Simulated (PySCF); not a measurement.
**Telling isomers of C3H9B apart by NMR**

Isolated molecule, a single conformation, fast rotation and ring inversion assumed for equivalent nuclei, non-relativistic Hamiltonian. Structure optimised with PBE0-D3(BJ)/def2-SVP; shieldings: GIAO PBE0/pcSseg-1; J couplings at B3LYP/pcJ-1 (spin–dipole term left out of most H,H and C,H couplings); PySCF.

Chemical shifts δ = σref − σ; ¹H, ¹³C vs TMS, all at this level. Multiplet labels drop J under 1 Hz and among equivalent protons, and merge close values. Unscaled 3J(H,H) run several per cent high. Vicinal couplings that depend on rotamer populations or ring flexing (ring, CH–CH, X–H and H–F types) are those of the one conformer. Couplings to H on boron are left out. Carbons bonded to boron are broad in practice. Shifts are as computed. Against solution values, carbons near 30 ppm lie about +2 ppm off and those near 130 ppm about +5 ppm. Of 1309 compounds with measured shifts, 239 miss one by over three times the rms of a fit or turn the order of signals round; such compounds aren't used in these exercises. Across acyclic CH2–CH2 and CH–CH2 bonds, 3J(H,H) assumes equally populated rotamers.

(1) Tabulate the signals of `CBCC`, `BCCC` and their relative energies.

(2) What is the quickest way to tell CBCC from BCCC?

## Answers

(1) 
```json
{"SMILES": "CBCC", "carbon types": "1×CH2 2×CH3", "δC": "26.6, 13.4, 10.0", "δH": "7.50 (br, 1H), 1.54 (qq, 2H), 1.09 (t, 3H), 1.08 (t, 3H)", "E rel. (kcal/mol)": "0.0"}
{"SMILES": "BCCC", "carbon types": "2×CH2 1×CH3", "δC": "38.6, 24.3, 19.0", "δH": "7.79 (br, 2H), 1.62 (m, 2H), 1.61 (m, 2H), 1.02 (m, 3H)", "E rel. (kcal/mol)": "12.8"}
```

Energies are electronic energies at PBE0/pcSseg-1 on these geometries, without zero-point or thermal terms, each for the one conformer computed, which needn't be the lowest.

(2) Both give the same number of carbon signals, but DEPT or the intensities differ. The first has a methyl carbon (CH3) at 10.0 ppm, the second an sp3 CH2 bonded to B at 38.6 ppm. Their most deshielded carbons lie at 26.6 and 38.6 ppm.
